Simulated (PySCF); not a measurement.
SMILES C=CB(N)OC (C3H8BNO), singlet (PBE0/def2-SVP optimised geometry):

```
14

B     -0.456     0.143     0.000
C      1.112     0.143     0.000
C      1.839    -0.981     0.000
H      1.652     1.100     0.000
H      2.934    -0.979     0.000
H      1.347    -1.960     0.000
O     -1.088    -1.075     0.000
C     -2.478    -1.186    -0.001
H     -2.933    -0.723    -0.897
H     -2.749    -2.253    -0.001
H     -2.934    -0.722     0.893
N     -1.175     1.358     0.000
H     -0.707     2.253     0.000
H     -2.182     1.430     0.000
```

Method: PBE0/def2-TZVP in PySCF.

Problem. What are the frontier orbital energies and the dipole moment?

Solution. HOMO-2 -8.76 eV, HOMO-1 -7.74 eV, HOMO -7.34 eV, LUMO -0.28 eV, LUMO+1 0.88 eV; dipole moment 2.15 D.

On the same geometry PBE/def2-TZVP (PySCF) gives HOMO-2 -7.19 eV, HOMO-1 -6.29 eV, HOMO -6.18 eV, LUMO -1.26 eV, LUMO+1 0.08 eV; dipole moment 2.20 D.

Meta-Löwdin charges at PBE0/def2-TZVP: B1 0.30, C2 -0.22, C3 -0.22, H4 0.11, H5 0.12, H6 0.12, O7 -0.39, C8 -0.12, H9 0.10, H10 0.12, H11 0.10, N12 -0.50, H13 0.25, H14 0.24.
